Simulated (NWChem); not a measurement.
Species: C2H6OTi; SMILES [Ti]([CH3])([CH3])=[O]

Computed with NWChem. Structure relaxed at the PBE0/def2-SVP level.

Diagonal of the polarisability tensor at PBE/def2-SVPD, static: 70.29, 49.72, 82.55 bohr³.

**Question.** Find the mean polarisability volume, the molar refraction, and the refractive index that an ideal gas of it would have at 273.15 K and 1 atm.

**Answer.** 
1. Mean: one third of the trace = 67.52 bohr³ × 0.14818 Å³/bohr³ = 10.01 Å³.
2. Molar refraction (Lorentz-Lorenz): (4π/3) N_A α = 25.2 cm³/mol.
3. Number density p/kT = 2.687 × 10⁻⁵ Å⁻³; n − 1 = 2π N α = 16.89 × 10⁻⁴.
4. These hold the electronic response alone: vibrational and orientational terms add to the static dielectric constant.
